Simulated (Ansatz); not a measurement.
Isolated molecules relaxed with PBE0-D4/def2-TZVP in Ansatz; ΔE leaves out vibrations. CCSD(T)/CBS adds triple-zeta CCSD(T) − MP2 to the extrapolated MP2 energy (def2 sets, frozen cores). This one scheme is used for every species. Functionals use def2-TZVPP. HSE06 is defined as in plane-wave codes. For Br outer-core shells are correlated without core-valence functions, which leaves a few kJ/mol of doubt a bond. Scalar relativity is left out up to krypton. One conformer a species, not always the lowest.

Reaction (ligand exchange at the Si–O bond): `CO[Si]Br` + HBr → `Br[Si]Br` + CH₃OH

`CO[Si]Br`:

```xyz
7

C    -0.145    0.724    0.460
O    -0.918   -0.233   -0.236
Si   -0.675   -1.585   -1.097
Br    1.608   -1.836   -1.054
H    -0.336    1.708    0.028
H    -0.454    0.730    1.506
H     0.920    0.493    0.392
```

HBr:

```xyz
2

Br    0.025    0.110    0.701
H    -0.025   -0.110   -0.701
```

`Br[Si]Br`:

Z-matrix (Å, degrees):
```
Si
Br 1 2.249
Br 1 2.249 2 101.9
```

CH₃OH:

Cartesian coordinates in Å:
```
C 0.038 -0.353 0.026
O -0.163 0.886 -0.614
H 0.015 -1.120 -0.749
H -0.750 -0.581 0.754
H 1.010 -0.409 0.532
H -0.149 1.578 0.051
```

Q: Is it downhill or uphill in electronic energy at CCSD(T)/CBS, and by how much? (An estimate is asked.)

A: Ansatz gave: Uphill: ΔE = +24.9 kJ/mol.

Q: What do these levels give: PBE-D4, PBE0-D4, r2SCANh, HSE06, HF/def2-TZVPP, HF/CBS(def2)? (Estimate.)

A: Computed: PBE-D4 16.8, PBE0-D4 17.6, r2SCANh 22.5, HSE06 15.4, HF/def2-TZVPP 29.0, HF/CBS(def2) 30.5 kJ/mol.

Largest T1 diagnostic among the species: 0.012.

Leaving LDA and LC-ωPBE aside and taking each functional with its dispersion term where it has one, the values, not all of them listed here, spread over 20.1 kJ/mol, from PBE-D4 to CAM-B3LYP-D4. LDA lies +13.2 kJ/mol from PBE without D4. At CCSD(T), def2-SVP lies +5.6 kJ/mol from the extrapolated value and def2-TZVPP +5.7 kJ/mol. From BLYP to BHLYP (50 % exact exchange), in def2-TZVPP and without D4, ΔE moves by +4.6 kJ/mol.
